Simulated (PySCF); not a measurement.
A PySCF script (with the pyscf-properties extension) for the NMR shieldings of SMILES C=CC[SiH2]N(C)C(C)=O, C$_{6}$H$_{13}$NOSi, on a GFN2-xTB geometry:

```python
import basis_set_exchange as bse
import numpy as np
from pyscf import gto, dft
from pyscf.prop import nmr

atoms = """
C     3.088334   -1.196004   -0.215202
C     2.243377   -0.188570   -0.082059
C     1.597604    0.536358   -1.209769
Si   -0.205009   -0.047172   -1.439367
N    -1.072381   -0.110917    0.108617
C    -1.493781   -1.272806    0.841237
C    -1.295777    1.146488    0.509739
C    -2.030899    1.410287    1.792495
O    -0.872371    2.035597   -0.221955
H     3.519837   -1.699423    0.633580
H     3.390939   -1.551978   -1.186601
H     1.957289    0.148339    0.906684
H     2.139060    0.347868   -2.135480
H     1.612092    1.607633   -1.019292
H    -0.982181    0.672198   -2.436849
H    -0.173085   -1.483783   -1.766699
H    -2.582622   -1.309766    0.933173
H    -1.159744   -2.157643    0.306418
H    -1.058505   -1.284994    1.843507
H    -3.008793    0.933095    1.767923
H    -1.471975    1.002830    2.633357
H    -2.151820    2.481748    1.925399
"""
names = dict.fromkeys(["C", "Si", "N", "O", "H"], "pcSseg-1")
basis = {el: gto.basis.parse(bse.get_basis(n, elements=[el], fmt="nwchem")) for el, n in names.items()}
mol = gto.M(atom=atoms, basis=basis, charge=0, verbose=0)
mf = dft.RKS(mol, xc="PBE0")
mf.grids.level = 2
mf.grids.alignment = dft.numint.BLKSIZE   # the property module wants whole blocks of grid points
mf.conv_tol = 1e-9
mf.kernel()

calc = nmr.RKS(mf)   # GIAO
C = mf.mo_coeff
Co = C[:, mf.mo_occ > 0]
resp = mf.gen_response(singlet=True, hermi=2)
def vind(x):   # induced exchange potential for any number of trial vectors
    d = np.einsum("pi,xij,qj->xpq", C, 2 * x.reshape(-1, C.shape[1], Co.shape[1]), Co, optimize=True)
    return np.einsum("xpq,pi,qj->xij", resp(d - d.transpose(0, 2, 1)), C, Co, optimize=True).ravel()
mo1, _ = nmr.rhf.solve_mo1(calc, with_cphf=vind)
sigma = calc.kernel(mo1)
for i, s in enumerate(sigma):   # ppm
    w = np.linalg.eigvalsh((s + s.T) / 2)
    print("%2d %-2s iso %8.1f  s11 %8.1f  s22 %8.1f  s33 %8.1f" % (i, mol.atom_pure_symbol(i), w.mean(), *w))
```

Task: What are the results?

Result: 
```
 0 C  iso     67.0  s11    -44.6  s22     88.9  s33    156.7
 1 C  iso     43.3  s11    -82.2  s22     47.5  s33    164.5
 2 C  iso    162.8  s11    145.1  s22    159.5  s33    183.8
 3 Si iso    376.6  s11    339.3  s22    368.8  s33    421.7
 4 N  iso    141.5  s11     29.7  s22    164.1  s33    230.8
 5 C  iso    153.2  s11    136.8  s22    140.0  s33    182.8
 6 C  iso      4.9  s11    -64.7  s22    -17.0  s33     96.3
 7 C  iso    166.0  s11    152.6  s22    156.5  s33    189.0
 8 O  iso   -113.4  s11   -368.9  s22   -202.4  s33    231.1
 9 H  iso     26.5  s11     23.3  s22     25.6  s33     30.7
10 H  iso     26.4  s11     22.9  s22     25.7  s33     30.8
11 H  iso     25.7  s11     23.3  s22     24.4  s33     29.4
12 H  iso     30.3  s11     26.3  s22     29.0  s33     35.6
13 H  iso     29.2  s11     25.2  s22     28.2  s33     34.1
14 H  iso     26.6  s11     23.2  s22     24.7  s33     31.9
15 H  iso     27.6  s11     24.2  s22     27.1  s33     31.5
16 H  iso     28.9  s11     24.7  s22     26.6  s33     35.3
17 H  iso     28.6  s11     23.7  s22     28.6  s33     33.6
18 H  iso     28.9  s11     25.6  s22     26.8  s33     34.3
19 H  iso     29.6  s11     25.6  s22     29.0  s33     34.3
20 H  iso     29.6  s11     25.8  s22     28.9  s33     34.1
21 H  iso     29.6  s11     25.3  s22     28.0  s33     35.4
```

These numbers come from an equivalent density-fitted implementation of the same equations, which agrees with the script to about 0.01 ppm for H and up to a few tenths of a ppm for heavy atoms, so last digits may differ.

Task: Turn these shieldings into chemical shifts. Referencing at the same level of theory: 13C (186.93 ppm), 29Si (349.16 ppm), 1H (31.72 ppm) against TMS; 15N (267.73 ppm) vs NH3; 17O (336.08 ppm) vs H2O.

Result: Averaging equivalent atoms: C 6: 182.1; C 1: 143.7; C 0: 119.9; C 5: 33.7; C 2: 24.1; C 7: 20.9; Si 3: -27.5; N 4: 126.2; O 8: 449.5; H 11: 6.00; H 10: 5.27; H 9: 5.18; H 14/15: 4.63; H 16/17/18: 2.92; H 19/20/21: 2.12; H 12/13: 1.97 ppm. Unscaled 17O shifts of doubly bonded oxygen tend to come out too high, by tens of ppm or more. Experimental scales use liquid or dissolved standards, which lie at an offset from isolated NH3 (liquid NH3: subtract about 20 ppm) and H2O (liquid H2O: subtract about 36 ppm).

Size and cost of the density-fitted run: 225 basis functions, 50 s wall time on 1 thread of an Arm Neoverse V1, shared host; peak memory 1 GiB.
